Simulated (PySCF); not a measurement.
C2H5BN2, SMILES NB1C=NC1.

The structure is a stationary point at PBE0-D3(BJ)/def2-SVP. The structure was generated by enumeration, and PubChem lists no compound with its InChIKey, so it may never have been made. Other conformers were not sampled.

Computed with PBE0-D3(BJ)/def2-SVP in PySCF 2.14.0.

No scaling factor is applied to the harmonic values.

| mode | ν (cm⁻¹) | IR (km/mol) | moving atoms (share of kinetic energy) |
|---|---|---|---|
| 1 | 65 | 1.6 | N 47 %, B 20 %, C 18 %, H 15 % |
| 2 | 313 | 0.5 | H 36 %, C 30 %, N 17 %, B 17 % |
| 3 | 443 | 11.4 | H 60 %, B 30 % |
| 4 | 556 | 179.7 | H 77 %, N 21 % |
| 5 | 607 | 7.4 | N 56 %, C 23 %, B 11 %, H 10 % |
| 6 | 612 | 0.1 | H 95 % |
| 7 | 794 | 5.7 | H 55 %, C 19 %, N 17 %, B 9 % |
| 8 | 860 | 16.7 | H 39 %, N 33 %, C 28 % |
| 9 | 871 | 15.0 | H 42 %, C 30 %, B 24 % |
| 10 | 933 | 1.2 | H 80 %, C 16 % |
| 11 | 968 | 1.0 | C 63 %, N 27 %, H 10 % |
| 12 | 1113 | 30.0 | H 44 %, B 41 %, N 8 % |
| 13 | 1139 | 6.7 | H 87 % |
| 14 | 1223 | 16.2 | H 52 %, C 35 %, B 10 % |
| 15 | 1282 | 4.0 | H 58 %, C 21 %, N 13 %, B 8 % |
| 16 | 1422 | 6.2 | H 87 % |
| 17 | 1483 | 47.3 | H 56 %, B 35 % |
| 18 | 1624 | 231.4 | H 40 %, N 27 %, B 26 % |
| 19 | 1649 | 30.6 | C 47 %, N 43 % |
| 20 | 3067 | 26.4 | H 95 % |
| 21 | 3122 | 14.7 | H 90 %, C 10 % |
| 22 | 3137 | 33.3 | H 91 %, C 9 % |
| 23 | 3626 | 45.5 | H 96 % |
| 24 | 3732 | 45.7 | H 91 %, N 9 % |
